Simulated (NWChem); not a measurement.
System: C₂H₆Al cation; SMILES [CH3][Al+][CH3]

**Question.** Give the equilibrium geometry at B3LYP/6-31G* (spherical d) (NWChem) as a list of bonds and angles, with the point group.

**Answer.** point group D3d; any orientation.
Bonded distances (Å): Al1–C2 1.926, Al1–C6 1.926, C2–H3 1.097, C2–H4 1.097, C2–H5 1.097, C6–H7 1.097, C6–H8 1.097, C6–H9 1.097. Angles (°): C2–Al1–C6 180.0, Al1–C2–H3 110.4, Al1–C2–H4 110.4, Al1–C2–H5 110.4, H3–C2–H4 108.5, H3–C2–H5 108.5, H4–C2–H5 108.5, Al1–C6–H7 110.4, Al1–C6–H8 110.4, Al1–C6–H9 110.4, H7–C6–H8 108.5, H7–C6–H9 108.5, H8–C6–H9 108.5.
